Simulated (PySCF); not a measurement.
Finite-field polarisability of Si (silicon, neutral)

[Ne] 3s2 3p2, high-spin 3P determinant. Calculation: PySCF 2.14, in dyall-av3z; the spin-free X2C one-electron Hamiltonian (Gaussian nucleus). Frozen: [Ne]. Energy changes in a uniform field (μhartree):

```csv
axis,F (au),HF,MP2,CCSD,CCSD(T)
x,0.0025,-101.265,-100.190,-98.946,-99.128
x,0.005,-405.210,-400.929,-395.951,-396.682
y,0.0022,-100.255,-98.616,-97.414,-97.582
y,0.0044,-401.575,-395.018,-390.208,-390.887
```

By symmetry the remaining axis equals y.

Question: Derive α along x at CCSD(T) from the two fields.

Answer: With ΔE = −αF²/2 − γF⁴/24, α = −(16 ΔE(F) − ΔE(2F))/(6F²) = 31.72 bohr³.

Question: And the mean polarisability at each level?

Answer: The components xx, yy, zz at CCSD(T) are 31.72, 40.30, 40.30, the third axis being equal by symmetry to one of the two computed. Means: HF 38.41, MP2 37.84, CCSD 37.38, CCSD(T) 37.44 bohr³. Reference: 37.3 ± 0.7 bohr³ (recommended; Schwerdtfeger and Nagle, table of static dipole polarizabilities (2023 update)).
